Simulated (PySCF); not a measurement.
Au+: excitation energy

Au+ [Xe] 4f14 5d10 (1S) → Au+ [Xe] 4f14 5d9 6p1 (high-spin determinant), as a difference of total energies. Computed with PySCF 2.14 in aug-cc-pwCVTZ-PP with ECP60MDF (8s8p7d4f3g, 122 functions), with a scalar-relativistic core potential. Correlated levels: valence: 5s2 5p6 frozen; valence and next inner shell: nothing frozen outside the core potential. The calculations carry no spin-orbit coupling.

```json
{"method": "UHF", "excitation energy (eV)": "8.227"}
{"method": "LDA", "excitation energy (eV)": "9.124"}
{"method": "PBE", "excitation energy (eV)": "8.898"}
{"method": "PBE0", "excitation energy (eV)": "8.936"}
{"method": "r2SCAN", "excitation energy (eV)": "8.797"}
{"method": "revPBE", "excitation energy (eV)": "8.873"}
{"method": "MN15", "excitation energy (eV)": "9.007"}
{"method": "PW91", "excitation energy (eV)": "8.906"}
{"method": "MP2 (valence)", "excitation energy (eV)": "9.406"}
{"method": "SCS-MP2 (valence)", "excitation energy (eV)": "9.413"}
{"method": "MP2 (valence and next inner shell)", "excitation energy (eV)": "9.279"}
{"method": "SCS-MP2 (valence and next inner shell)", "excitation energy (eV)": "9.241"}
```

Q: How much does correlation contribute at MP2 (valence and next inner shell)?

A: 9.279 − (8.227) = 1.052 eV, measured against UHF.

The determinant of the upper state mixes LS terms, which raises its energy above the lowest term, most at the Hartree-Fock and MP2 levels.
